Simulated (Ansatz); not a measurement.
One change: `FCSC[SiH3]` becomes `FCSCS`.

Ansatz, PBE0-D4/def2-TZVP geometries, multiplicity 1. Each molecule was computed in one conformer, which needn't be the lowest.

```json
{"property": "HOMO–LUMO gap (PBE0/def2-TZVPP) / eV", "`FCSC[SiH3]`": "7.13"}
{"property": "HOMO energy (B3LYP/def2-TZVPP) / eV", "`FCSC[SiH3]`": "-6.67"}
{"property": "HOMO–LUMO gap (B3LYP/def2-TZVPP) / eV", "`FCSC[SiH3]`": "6.67"}
{"property": "size of the dipole moment (PBE/def2-TZVPP) / D", "`FCSC[SiH3]`": "0.92"}
{"property": "size of the dipole moment (B3LYP/def2-TZVPP) / D", "`FCSC[SiH3]`": "1.07"}
{"property": "size of the dipole moment (ωB97M-V/def2-TZVPP) / D", "`FCSC[SiH3]`": "1.07"}
```

(1) Give the same properties after the change, and the shifts. (Best estimate.)

Results:

(1) Ansatz gave: 
```
                                          property  `FCSCS`  shift
              HOMO–LUMO gap (PBE0/def2-TZVPP) / eV     6.90  -0.23
               HOMO energy (B3LYP/def2-TZVPP) / eV    -6.78  -0.11
             HOMO–LUMO gap (B3LYP/def2-TZVPP) / eV     6.40  -0.27
    size of the dipole moment (PBE/def2-TZVPP) / D     1.24   0.32
  size of the dipole moment (B3LYP/def2-TZVPP) / D     1.35   0.28
size of the dipole moment (ωB97M-V/def2-TZVPP) / D     1.34   0.27
```

With PBE0 the HOMO falls by 0.12 eV and the LUMO falls by 0.35 eV, so the gap narrows by about 0.23 eV. PBE moves the HOMO by -0.10 eV and ωB97M-V by -0.12 eV. Dipoles are sizes alone; their direction can turn.

B3LYP here is the variant with VWN-RPA as its local correlation; programs differ in this.
